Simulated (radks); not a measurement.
Values are calculated unless marked as measured or tabulated.
The titanium ion Ti4+, configuration [Ne] 3s2 3p5.5 4f0.5 (fractional occupations, a model configuration). Level of theory: scalar-relativistic Kohn-Sham, r2SCAN, spin-polarised, spherical densities, finite nucleus; open shells are filled with parallel spins first; meta-GGA in the generalised Kohn-Sham scheme; Fermi nuclear charge, rms radius 3.5921 fm (a radial shooting solver on a logarithmic mesh with Libxc functionals).

Normalised radial functions P(r) = r R(r), r in bohr:

r          2p up  3p down   4f up
0.005179  0.0090   0.0034  0.0000
0.006798  0.0151   0.0057  0.0000
0.008923  0.0251   0.0095  0.0000
0.01171   0.0415   0.0157  0.0000
0.01537   0.0682   0.0259  0.0000
0.02002   0.1093   0.0414  0.0000
0.02628   0.1751   0.0663  0.0000
0.03449   0.2751   0.1039  0.0000
0.04527   0.4213   0.1587  0.0000
0.05942   0.6242   0.2337  0.0000
0.07799   0.8862   0.3284  0.0001
0.1024    1.1932   0.4336  0.0002
0.1344    1.5018   0.5254  0.0004
0.1764    1.7358   0.5616  0.0010
0.2315    1.8013   0.4868  0.0024
0.3039    1.6327   0.2555  0.0055
0.3989    1.2483  -0.1289  0.0121
0.5236    0.7700  -0.5868  0.0256
0.6872    0.3653  -0.9594  0.0513
0.902     0.1261  -1.0812  0.0957
1.184     0.0284  -0.9074  0.1663
1.542     0.0040  -0.5733  0.2618
2.024     0.0003  -0.2524  0.3955
2.656     0.0000  -0.0723  0.5264
3.486     0.0000  -0.0121  0.5674
4.576     0.0000  -0.0010  0.4564
6.007     0.0000  0.0000  0.2433
7.884     0.0000  0.0000  0.0751
10.35     0.0000  0.0000  0.0116

2p up: eigenvalue -513.55 eV, 0 radial nodes, <r> = 0.289 bohr, 90 % of the charge inside 0.475 bohr. 3p down: eigenvalue -95.912 eV, 1 radial node at r = 0.367 bohr, <r> = 1.01 bohr, 90 % of the charge inside 1.53 bohr. 4f up: eigenvalue -17.484 eV, 0 radial nodes, <r> = 3.69 bohr, 90 % of the charge inside 5.39 bohr.
